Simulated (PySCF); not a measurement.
Calculation: B3LYP-D3(BJ)/def2-TZVP // B3LYP-D3(BJ)/def2-SVP (PySCF 2.14.0). Isolated molecules, 0 K electronic values unless said otherwise. One relaxed conformer stands for a flexible species; it need not be the lowest. B3LYP has the VWN-RPA correlation part, as in Gaussian. 

Reference species (SMILES): `O([Si](OC)(OC)OC)C` (neutral, multiplicity 1).

- HOMO = -7.81 eV
- HOMO–LUMO gap = 8.57 eV
- S1 oscillator strength = 0.001

After one change: the HOMO increases by 0.68 eV; the HOMO–LUMO gap falls by 2.47 eV; the S1 oscillator strength stays essentially unchanged.

Task: Which change was made? The new species is one of these.
(A) `[SiH3][Si]([SiH3])([SiH3])[SiH3]`
(B) `CO[Si]([SiH3])([SiH3])[SiH3]` (C–O–Si–Si torsion 60°)
(C) `CO[Si]([SiH3])(OC)OC`

Result: B, `CO[Si]([SiH3])([SiH3])[SiH3]` (C–O–Si–Si torsion 60°)
